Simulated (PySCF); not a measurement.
# Exercise with solution: oscillator strength and radiative lifetime

In(Br)(Me)(OH) (CH4BrInO), SMILES [CH3][In]([OH])[Br].

Geometry optimised at r2SCAN-D4/def2-SVP. The structure was generated by enumeration; whether it is a known compound was not checked. The def2 effective core potentials stand for the cores of In; spin–orbit coupling is left out. The values are those of a single conformer.

TDDFT-M06-2X/def2-SVPD (PySCF) puts the first singlet state with f over 0.02 at 5.65 eV (vertical), with the transition dipole (-0.162, 0.493, -0.494) in atomic units.

Task: Find the oscillator strength, the wavelength and the radiative lifetime that this transition would have in vacuum if emission retraced absorption.

Result: 
|μ|² = 0.5133 au, so |μ| = 1.82 D. ΔE = 5.65/27.211 = 0.2076 hartree. f = (2/3) ΔE |μ|² = 0.071 (the program prints 0.071).
λ = 1239.84/5.65 = 219 nm; ν = 45570 cm⁻¹.
Einstein's coefficient A = 0.6670 ν² f s⁻¹ (ν in cm⁻¹) = 9.8e7 s⁻¹, so τ = 1/A = 10 ns. This state is S1. The figure is the radiative limit of this one transition; relaxation, internal conversion, crossing to triplets and a medium change what is measured.
